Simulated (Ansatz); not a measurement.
## Molecular dynamics of Si16B

Input:

```yaml
crystal:
  lattice:
    - [0.0, 5.43, 5.43]
    - [5.43, 0.0, 5.43]
    - [5.43, 5.43, 0.0]
  atoms:
    - { symbol: Si, position: [0.00041008, 0.00485228, 0.00080595] }
    - { symbol: Si, position: [0.12591553, 0.12575933, 0.1255729] }
    - { symbol: Si, position: [-0.00069738, -0.0001604, 0.49877996] }
    - { symbol: Si, position: [0.1199022, 0.12405494, 0.62491134] }
    - { symbol: Si, position: [-0.00245611, 0.49783435, -0.00264101] }
    - { symbol: Si, position: [0.12227004, 0.62223114, 0.12227352] }
    - { symbol: Si, position: [0.00136609, 0.5007739, 0.50514285] }
    - { symbol: Si, position: [0.12613475, 0.62674642, 0.625291] }
    - { symbol: Si, position: [0.49917367, -0.00018564, -0.00078032] }
    - { symbol: Si, position: [0.6248185, 0.12426028, 0.12022067] }
    - { symbol: Si, position: [0.50246417, 0.00219154, 0.50264469] }
    - { symbol: Si, position: [0.62703141, 0.12717798, 0.62694815] }
    - { symbol: Si, position: [0.50509411, 0.50035124, 0.0013395] }
    - { symbol: Si, position: [0.62547841, 0.62662886, 0.12567405] }
    - { symbol: Si, position: [0.49914402, 0.49946013, 0.498725] }
    - { symbol: Si, position: [0.62409247, 0.6195465, 0.62439111] }
    - { symbol: B, position: [0.81508214, 0.31950476, 0.81247486] }
magnetization:
  spin_polarized: true
basis:
  ecutwfc: 420.0
kpoints:
  mp_grid: { grid: [2, 2, 2] }
hamiltonian:
  xc: pbe
  dispersion: d3bj
  pseudopotentials: { kind: paw, azcp: { folder: soft_1 } }
scf:
  occupations: { method: fermi_dirac, width: 0.05 }
  lower_state_search: "off"
md:
  timestep: 1.5
  n_steps: 90
  ensemble: nvt_nose_hoover
  temperature: 1200.0
  initial_velocities: maxwell_boltzmann
  seed: 352769
  nose_hoover: { tau: 100.0, chain_length: 3 }
```

Run as:

```bash
$ ansatz run input.yaml --threads 1 --pin off --max-ram 3072MiB --backend cpu --events-out ev --progress --plain --runs-dir out
```

It starts from a partly relaxed structure (largest force component 0.07 eV/Å).

Output, in part (warnings, step lines):

```
WARN: dispersion: an atom stands within reach of a switch of its C6 between two reference coordination numbers of its element: through that C6 alone, e_disp changes by 0.025 eV or more while the distances to its neighbours run over a stretch of 0.05 Å that contains this geometry (sites counted from …
md step     0: t =     0.00 fs  T =  1200.0 K  F+E_penalty+E_count = -10329.46248935 eV  E_kin = 2.481792 eV  conserved = -10326.98069737 eV  (13 SCF iters)
[... lines left out ...]
```

The steps, from the saved trajectory:

| time (fs) | T (K) | potential energy less start (eV) | conserved less start (meV/atom) |
| --- | --- | --- | --- |
| 0 | 1200 | 0.000 | 0.00 |
| 4.5 | 1082 | 0.246 | 0.05 |
| 9 | 794 | 0.843 | 0.19 |
| 13.5 | 496 | 1.465 | 0.33 |
| 18 | 345 | 1.782 | 0.38 |
| 22.5 | 391 | 1.690 | 0.32 |
| 27 | 571 | 1.326 | 0.22 |
| 31.5 | 773 | 0.925 | 0.14 |
| 36 | 900 | 0.685 | 0.11 |
| 40.5 | 903 | 0.707 | 0.12 |
| 45 | 787 | 0.976 | 0.18 |
| 49.5 | 607 | 1.375 | 0.24 |
| 54 | 434 | 1.755 | 0.29 |
| 58.5 | 318 | 2.011 | 0.31 |
| 63 | 279 | 2.108 | 0.30 |
| 67.5 | 307 | 2.068 | 0.28 |
| 72 | 375 | 1.949 | 0.26 |
| 76.5 | 456 | 1.808 | 0.24 |
| 81 | 539 | 1.671 | 0.24 |
| 85.5 | 618 | 1.551 | 0.23 |
| 90 | 677 | 1.476 | 0.22 |
| 94.5 | 699 | 1.477 | 0.22 |
| 99 | 679 | 1.566 | 0.23 |
| 103.5 | 625 | 1.720 | 0.25 |
| 108 | 561 | 1.889 | 0.28 |
| 112.5 | 517 | 2.011 | 0.31 |
| 117 | 521 | 2.033 | 0.32 |
| 121.5 | 581 | 1.938 | 0.30 |
| 126 | 686 | 1.752 | 0.29 |
| 130.5 | 817 | 1.516 | 0.28 |
| 135 | 960 | 1.260 | 0.25 |

The run went to its last step. The conserved energy stayed within 0.38 meV per atom of its start (net change 0.25 meV per atom), so the integration is sound. The mean temperature of the second half is 50 % below the set value. A run of 0.14 ps of so small a system gives no equilibrium averages. Limits of this set-up: coarse k mesh, a small cell, in which the defect meets its images.

Mean squared displacements from the first frame to the last, about the centre of mass: Si 0.06 Å², B 1.90 Å².

Last frame:

```xyz
17
Lattice="0.0000 5.4300 5.4300 5.4300 0.0000 5.4300 5.4300 5.4300 0.0000" Properties=species:S:1:pos:R:3
Si -0.270 -0.173 -0.200
Si 1.353 1.126 1.242
Si 2.642 2.519 0.076
Si 3.794 4.086 1.384
Si 2.853 -0.102 2.968
Si 4.161 1.483 3.980
Si 5.615 3.085 2.599
Si 6.801 3.976 4.312
Si 0.063 2.412 2.665
Si 1.252 4.006 3.918
Si 2.634 5.620 2.609
Si 4.027 6.649 4.108
Si 2.655 2.786 5.354
Si 4.144 4.081 6.788
Si 5.427 5.513 5.573
Si 6.784 6.932 6.697
B 7.111 9.610 6.774
```

Run time: 21 min on 1 thread of Arm Neoverse V1, with other jobs on the host, peak memory 0.62 GiB.
